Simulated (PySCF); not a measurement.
SnH3, SMILES [SnH3+], charge +1.

Geometry optimised at PBE0-D3(BJ)/def2-TZVPD. The multiplicity is an assumed one; other spin states were not compared. The isomer is the one that the SMILES or the coordinates give; other isomers of the formula were not compared. The def2 effective core potentials stand for the cores of Sn; spin–orbit coupling is left out.

Two levels are set side by side: TDA-PBE/def2-TZVPD (PySCF) and TDA-B3LYP/def2-TZVPD (PySCF). Vertical, same geometry. The lowest singlet is HOMO−1→LUMO 100 % with PBE and HOMO−1→LUMO 100 % with the other functional; states are paired by order. Differences are taken from unrounded values.

```json
[
 {"quantity": "lowest singlet excitation (eV)", "TDA-B3LYP": "4.96"},
 {"quantity": "lowest triplet excitation (TDA) (eV)", "TDA-B3LYP": "4.45"},
 {"quantity": "first bright state (f over 0.05) (eV)", "TDA-B3LYP": "8.73"},
 {"quantity": "its oscillator strength", "TDA-B3LYP": "0.15"}
]
```

Question: What does TDA-PBE give, and how far is it from TDA-B3LYP? (Estimate from the structure and the level; the computed values follow.)

Answer: 
```
quantity                               TDA-PBE  TDA-PBE minus TDA-B3LYP
-------------------------------------  -------  -----------------------
lowest singlet excitation (eV)            4.78                    -0.18
lowest triplet excitation (TDA) (eV)      4.27                    -0.18
first bright state (f over 0.05) (eV)     8.37                    -0.36
its oscillator strength                   0.10                    -0.04
```

A lower first singlet is the usual sign of a functional without exact exchange. Differences between two approximate levels are no errors against the true value.

Rough cost on one machine, each run with all the roots and properties that it gave: TDA-B3LYP against TDA-PBE within a factor of 2.
